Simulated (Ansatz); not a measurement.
Relaxation of C3H7GeN (12 atoms, charge 0, multiplicity 1), to a largest force component of 0.02 eV/Å in at most 50 steps.

Computed with RKS LDA/def2-SVP (Ansatz 0.2.0).

```xyz
12
Properties=species:S:1:pos:R:3
C -1.390 -1.088 2.094
C -0.591 -0.359 1.109
C 0.081 0.210 0.295
Ge 1.288 1.107 -0.955
N 0.946 0.350 -2.659
H -2.191 -1.642 1.545
H -0.786 -1.697 2.726
H -1.917 -0.276 2.709
H -0.516 0.803 -0.398
H 2.702 0.930 -0.522
H -0.086 0.445 -2.827
H 1.168 -0.655 -2.543
```

**Question.** Where does it end, and by what steps?

**Answer.** The forces met the threshold. After 30 steps the energy has fallen by 2.837 eV; H10 moved furthest, 1.90 Å.

| step | energy less start (eV) | largest force component (eV/Å) | accepted |
| --- | --- | --- | --- |
| 0 | 0.0000 | 4.810 | yes |
| 2 | -1.2768 | 1.107 | yes |
| 4 | -1.5742 | 1.001 | yes |
| 6 | -1.9658 | 1.045 | yes |
| 8 | -2.2812 | 0.639 | yes |
| 10 | -2.3805 | 0.612 | yes |
| 12 | -2.4289 | 0.428 | yes |
| 14 | -2.4822 | 0.718 | yes |
| 16 | -2.5899 | 0.720 | yes |
| 18 | -2.7161 | 0.584 | yes |
| 20 | -2.6714 | 1.720 | no |
| 22 | -2.8104 | 0.233 | yes |
| 24 | -2.8253 | 0.153 | yes |
| 26 | -2.8343 | 0.096 | yes |
| 28 | -2.8364 | 0.031 | yes |
| 30 | -2.8366 | 0.006 | yes |

```xyz
12
Properties=species:S:1:pos:R:3
C -0.821 -1.057 1.499
C -0.576 0.263 0.988
C -0.423 1.414 0.526
Ge 1.236 0.784 -0.729
N 0.541 -0.152 -2.138
H -0.926 -1.784 0.662
H 0.019 -1.409 2.139
H -1.759 -1.098 2.102
H -0.725 2.463 0.459
H 1.614 -0.464 0.177
H 0.136 0.331 -2.944
H 0.389 -1.163 -2.165
```

Whether the end is a true minimum wasn't checked by a vibrational analysis.

Run time: 53 s on 2 threads of Arm Neoverse V1, with other jobs on the host, peak memory 0.17 GiB.
